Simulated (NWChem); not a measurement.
System: CH6F2N2Si; SMILES CN[Si](N)(F)F

Output (shortened):

```
             Northwest Computational Chemistry Package (NWChem) 7.3.0
             --------------------------------------------------------

                             Geometry "geometry" -> ""
                             -------------------------

 Output coordinates in angstroms (scale by  1.889725989 to convert to a.u.)

  No.       Tag          Charge          X              Y              Z
 ---- ---------------- ---------- -------------- -------------- --------------
    1 C                    6.0000     0.01301400    -2.39899200    -0.11830500
    2 N                    7.0000    -0.67511700    -1.11734000    -0.24796100
    3 Si                  14.0000     0.00249800     0.42028800    -0.00797500
    4 N                    7.0000    -1.23988800     1.52112800     0.37241900
    5 F                    9.0000     1.16389900     0.21677300     1.09033600
    6 F                    9.0000     0.77718200     1.08362200    -1.25507600
    7 H                    1.0000     0.34380400    -2.80502300    -1.08474600
    8 H                    1.0000     0.89485500    -2.26510100     0.51301400
    9 H                    1.0000    -0.63255700    -3.14359400     0.36403600
   10 H                    1.0000    -1.54418100    -1.16060000    -0.76604800
   11 H                    1.0000    -1.87118700     1.33687100     1.14081900
   12 H                    1.0000    -1.11565200     2.51231100     0.21144100

 Effective nuclear repulsion energy (a.u.)     341.3116681856

                              NWChem Property Module
                              ----------------------

  itol2e modified to match energy
  convergence criterion.

                                 NWChem DFT Module
                                 -----------------

 Summary of "ao basis" -> "ao basis" (spherical)
 ------------------------------------------------------------------------------
       Tag                 Description            Shells   Functions and Types
 ---------------- ------------------------------  ------  ---------------------
 C                           6-31g*                  6       14   3s2p1d
 N                           6-31g*                  6       14   3s2p1d
 Si                          6-31g*                  8       18   4s3p1d
 F                           6-31g*                  6       14   3s2p1d
 H                           6-31g*                  2        2   2s

  itol2e modified to match energy
  convergence criterion.

            General Information
            -------------------
          SCF calculation type: DFT
          Wavefunction type:  closed shell.
          No. of atoms     :    12
          No. of electrons :    58
           Alpha electrons :    29
            Beta electrons :    29
          Charge           :     0
          Spin multiplicity:     1
          Use of symmetry is: off; symmetry adaption is: off
          Maximum number of iterations: 150
          AO basis - number of functions:   100
                     number of shells:    50
          Convergence on energy requested:  1.00D-07
          Convergence on density requested:  1.00D-05
          Convergence on gradient requested:  5.00D-04

              XC Information
              --------------
                         B3LYP Method XC Potential
                     Hartree-Fock (Exact) Exchange  0.200
                        Slater Exchange Functional  0.800 local
                    Becke 1988 Exchange Functional  0.720 non-local
              Lee-Yang-Parr Correlation Functional  0.810
                  VWN I RPA Correlation Functional  0.190 local

[...]

          -----------------------------------------
          Chemical Shielding Tensors (GIAO, in ppm)
          -----------------------------------------

                                NWChem CPHF Module
                                ------------------

  scftype          =     RHF
  nclosed          =       29
  nopen            =        0
  variables        =     2059
  # of vectors     =        3
  tolerance        = 0.10D-03
  level shift      = 0.00D+00
  max iterations   =       50
  max subspace     =       30

 SCF residual:    1.4881034681525152E-004

Iterative solution of linear equations
  No. of variables     2059
  No. of equations        3
  Maximum subspace       30
        Iterations       50
       Convergence  1.0D-04

   iter   nsub   residual    time
   ----  ------  --------  ---------
     1      3    2.72D-01      43.3
     2      6    8.46D-03      47.9
     3      9    5.25D-04      52.5
     4     12    3.80D-05      57.1

      Atom:    1  C
        Diamagnetic
    243.8682     -5.6692     -0.0283
     -5.6692    258.0097     -0.8762
     -0.0283     -0.8762    241.5529

        Paramagnetic
    -91.5857    -13.8471     -3.2303
    -13.8471    -77.0280     -4.6447
     -3.2303     -4.6447    -89.4568

        Total Shielding Tensor
    152.2825    -19.5163     -3.2586
    -19.5163    180.9817     -5.5209
     -3.2586     -5.5209    152.0961

           isotropic =     161.7867
          anisotropy =      44.0692

          Principal Components and Axis System
                 1           2           3
              191.1662    154.2356    139.9584

      1        -0.4408     -0.4078      0.7996
      2         0.8931     -0.1105      0.4360
      3        -0.0894      0.9063      0.4130

      Atom:    2  N
        Diamagnetic
    317.9863      0.1708      8.8123
      0.1708    339.4286      2.6414
      8.8123      2.6414    302.5275

        Paramagnetic
    -81.2658     12.4922      9.0220
     12.4922    -90.5029      8.5383
      9.0220      8.5383    -82.2087

        Total Shielding Tensor
    236.7205     12.6630     17.8343
     12.6630    248.9257     11.1797
     17.8343     11.1797    220.3187

           isotropic =     235.3216
          anisotropy =      44.9616

          Principal Components and Axis System
                 1           2           3
              265.2960    231.9794    208.6894

      1         0.5693      0.6448     -0.5100
      2         0.7161     -0.6936     -0.0775
      3         0.4038      0.3211      0.8567

      Atom:    3  Si
        Diamagnetic
    882.3760     -0.2664      0.4477
     -0.2664    882.7800     -1.6911
      0.4477     -1.6911    881.1757

        Paramagnetic
   -429.1004     -0.0001     -3.5625
     -0.0001   -410.5684     28.9473
     -3.5625     28.9473   -419.3857

        Total Shielding Tensor
    453.2756     -0.2665     -3.1148
     -0.2665    472.2116     27.2563
     -3.1148     27.2563    461.7900

           isotropic =     462.4257
          anisotropy =      48.6608

          Principal Components and Axis System
                 1           2           3
              494.8663    453.5082    438.9027

      1        -0.0527      0.9866      0.1543
      2         0.7682      0.1387     -0.6250
      3         0.6380     -0.0856      0.7653

      Atom:    4  N
        Diamagnetic
    323.2783     -9.7332    -10.9264
     -9.7332    328.8338      0.2379
    -10.9264      0.2379    312.8505

        Paramagnetic
    -84.4768     -6.1228     -7.5075
     -6.1228    -70.3526      4.1030
     -7.5075      4.1030    -79.7928

        Total Shielding Tensor
    238.8015    -15.8560    -18.4339
    -15.8560    258.4812      4.3410
    -18.4339      4.3410    233.0577

           isotropic =     243.4468
          anisotropy =      42.8931

          Principal Components and Axis System
                 1           2           3
              272.0422    242.3614    215.9369

      1        -0.5533     -0.4639      0.6918
      2         0.7577     -0.6253      0.1867
      3         0.3460      0.6275      0.6975

      Atom:    5  F
        Diamagnetic
    476.6855     -2.3931     15.2089
     -2.3931    463.0143     -2.2484
     15.2089     -2.2484    474.5491

        Paramagnetic
   -113.2737     -1.8058     20.3620
     -1.8058   -174.8140    -10.8466
     20.3620    -10.8466   -106.3036

        Total Shielding Tensor
    363.4117     -4.1989     35.5709
     -4.1989    288.2002    -13.0950
     35.5709    -13.0950    368.2455

           isotropic =     339.9525
          anisotropy =      94.3252

          Principal Components and Axis System
                 1           2           3
              402.8360    330.9431    286.0784

      1         0.6723      0.7399     -0.0234
      2        -0.1083      0.1295      0.9856
      3         0.7323     -0.6601      0.1672

      Atom:    6  F
        Diamagnetic
    468.5626      5.9521    -11.6676
      5.9521    466.8419     -9.9011
    -11.6676     -9.9011    479.3965

        Paramagnetic
   -141.1879     20.2569    -27.8204
     20.2569   -157.5339    -27.2611
    -27.8204    -27.2611   -112.1683

        Total Shielding Tensor
    327.3747     26.2090    -39.4880
     26.2090    309.3080    -37.1622
    -39.4880    -37.1622    367.2282

           isotropic =     334.6370
          anisotropy =     115.5500

          Principal Components and Axis System
                 1           2           3
              411.6703    303.5285    288.7121

      1        -0.4881      0.7951     -0.3600
      2        -0.4056      0.1586      0.9002
      3         0.7728      0.5854      0.2450

      Atom:    7  H
        Diamagnetic
     24.3350     -3.7513     -4.5439
     -3.7513     30.8630      6.5567
     -4.5439      6.5567     32.6481

        Paramagnetic
      2.1564      0.0916      1.9996
      0.0916      1.4729     -3.3045
      1.9996     -3.3045     -2.5265

[...]
```

Level: B3LYP/6-31G* (spherical d), GIAO. Coordinates come from a B3LYP/6-31G* (spherical d) optimisation. The printed shielding anisotropy is the first printed principal value minus the mean of the other two.

Question: Which NWChem input produces such a log?

Answer: Several could match; the one computed here: the input that was run:
```
start job
memory heap 200 mb stack 900 mb global 1100 mb
geometry units angstroms noautosym nocenter noautoz
  C      0.013014    -2.398992    -0.118305
  N     -0.675117    -1.117340    -0.247961
  Si     0.002498     0.420288    -0.007975
  N     -1.239888     1.521128     0.372419
  F      1.163899     0.216773     1.090336
  F      0.777182     1.083622    -1.255076
  H      0.343804    -2.805023    -1.084746
  H      0.894855    -2.265101     0.513014
  H     -0.632557    -3.143594     0.364036
  H     -1.544181    -1.160600    -0.766048
  H     -1.871187     1.336871     1.140819
  H     -1.115652     2.512311     0.211441
end
basis spherical
  * library 6-31g*
end
dft
  xc b3lyp
  iterations 150
end
property
  shielding
end
task dft property
```
